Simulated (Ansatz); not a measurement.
```xyz
2

Fe    0.0000    0.0000    0.0000
Fe    0.0000    0.0000    3.0300
```

Basis set: pcseg-2 (spherical functions). Charge 0, multiplicity 7.

Computed with Ansatz (development build ahead of 0.2.0); each method stands on the lowest determinant of its kind that the runs found.

The atomization energy at this shape (free ground-state atoms in the same class of orbitals less the molecule, no zero-point energy) of septet Fe₂:

```tsv
method	atomization energy
PBE (unrestricted)	16.45 kcal/mol
```

Q: What does PBE0 (unrestricted) give?

A: 5.07 kcal/mol. Caution: the shape is not the minimum; the unrestricted determinant is spin contaminated.
